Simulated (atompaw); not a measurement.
Building the PAW (atompaw) potential for calcium (LDA (PW92), scalar-relativistic).

calcium, PAW, made with atompaw 4.2.0.5 (LDA (PW92), scalar-relativistic). Core [Ar], reference 3d0 4s1.5 4p0.5. Waves: 4s (bound): rc 3.00 bohr; 4s channel at 0.55 Ry: rc 3.00 bohr; 4p (bound): rc 3.00 bohr; 4p channel at 2.3 Ry: rc 3.00 bohr; 3d (bound, empty): rc 3.00 bohr; 3d channel at 0.15 Ry: rc 3.00 bohr. Local part: troulliermartins scheme with l = 3 at 1 Ry, radius 2.05 bohr. Core correction: smooth core density matched at 2.10 bohr. Augmentation charge: besselshape compensation charge, radius 2.30 bohr; PAW radius 3.00 bohr; waves and projectors: custom polynom vanderbiltortho.

- Cutoffs needed: 6 Ry and 6 Ry (the cutoffs (Ry, on a coarse ladder) from which the occupation-weighted sum of valence levels, in a spherical-Bessel basis at the reference potential, stays within 10 and 1 mRy of its value at 400 Ry)
- Ghost test: ghost states, extra bound levels that the all-electron valence spectrum of the same l lacks: s at -79.0 eV, p at -30.1 eV; a true bound ghost makes a file unfit for plane-wave use (spherical-Bessel basis up to 400 Ry, 20 bohr box)
- Lowest eigenvalue of the overlap operator: 0.19 (s channel)
- Overlap eigenvalues printed by atompaw (projector basis): 0.00107, 0.0882, 0.23, 785, 1.23e+03, 3.85e+03
- Share of each valence orbital outside the PAW sphere: 4s 72 %, 4p 89 %, 3d 22 %
